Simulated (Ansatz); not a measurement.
Input file for Cl₂GeH₄OSSi (`O[SiH](Cl)[S][GeH2][Cl]`):

```yaml
crystal:
  periodic: [false, false, false]
  atoms:
    - {symbol: O, position_ang: [1.936698, -1.640006, -1.280362]}
    - {symbol: Si, position_ang: [0.681603, -1.114050, -0.388452]}
    - {symbol: Cl, position_ang: [1.201477, -0.924906, 1.590346]}
    - {symbol: S, position_ang: [0.081236, 0.774927, -1.165319]}
    - {symbol: Ge, position_ang: [-1.209347, 1.527805, 0.470520]}
    - {symbol: Cl, position_ang: [-2.680477, 0.038902, 0.973285]}
    - {symbol: H, position_ang: [2.711554, -1.079836, -1.357300]}
    - {symbol: H, position_ang: [-0.366780, -2.138391, -0.483830]}
    - {symbol: H, position_ang: [-0.411659, 1.812682, 1.743050]}
    - {symbol: H, position_ang: [-1.944314, 2.742863, -0.101918]}
basis:
  gaussian: {orbitals: def2-TZVPP}
correlation: {method: ccsd_t}
```

```sh
$ ansatz run in.yaml --threads 2 --pin off --events-out ev --progress --plain --max-ram 22528MiB --backend cuda --devices 0, --max-vram 18GiB
```

Output of Ansatz, abridged:

```
Functional definition: HF
1824 factors; integrals over basis functions are off by at most 9.1e-4 eV
mean field evaluation 1: about -102265.0662 eV, gradient 4.0e1 eV
mean field evaluation 2: about -102265.4362 eV, gradient 4.1e1 eV
mean field evaluation 4: about -102269.0717 eV, gradient 3.5e0 eV
mean field evaluation 8: about -102269.1377 eV, gradient 3.1e-1 eV
mean field -102269.13825261 eV, -3758.3215102718 hartree, gradient 7.0e-6 eV, S^2 0.000000; 0 other end points of the search recorded, 0 dependent functions left out
30 core orbitals not correlated: weight in the atoms' cores, before any rotation towards them, 1.000 or more for the frozen orbitals, at most 0.000 for the correlated occupied ones
reference -102269.13825261 eV, -3758.3215102718 hartree; 24, 24 occupied and 249, 249 virtual orbitals, 1824 factors
second order -31.65297807 eV of doubles, -0.00000000 eV of singles
cycle   1  -32.28571664 eV  change   -6.3e-1 eV  update   1.2e-1
cycle   2  -33.08755122 eV  change   -8.0e-1 eV  update   3.4e-2
cycle   3  -33.22701036 eV  change   -1.4e-1 eV  update   1.7e-2
cycle   4  -33.21008389 eV  change    1.7e-2 eV  update   3.7e-3
cycle   5  -33.20732007 eV  change    2.8e-3 eV  update   1.7e-3
cycle   6  -33.20778394 eV  change   -4.6e-4 eV  update   5.0e-4
cycle   7  -33.20754593 eV  change    2.4e-4 eV  update   1.9e-4
cycle   8  -33.20750403 eV  change    4.2e-5 eV  update   6.0e-5
cycle   9  -33.20753063 eV  change   -2.7e-5 eV  update   2.2e-5
perturbative correction -1.40469124 eV, -0.0516214508 hartree
Total energy: -102303.75047448 eV, -3759.5934859643 hartree
```

It took 7 s on 2 threads of an AMD EPYC 7R13 on a shared host and a share of an NVIDIA H100 80 GB, with 0.87 GiB of host memory at the peak.

The correlation energy is -34.612 eV, 4.1 % of it from (T); the T1 diagnostic reads 0.0108.
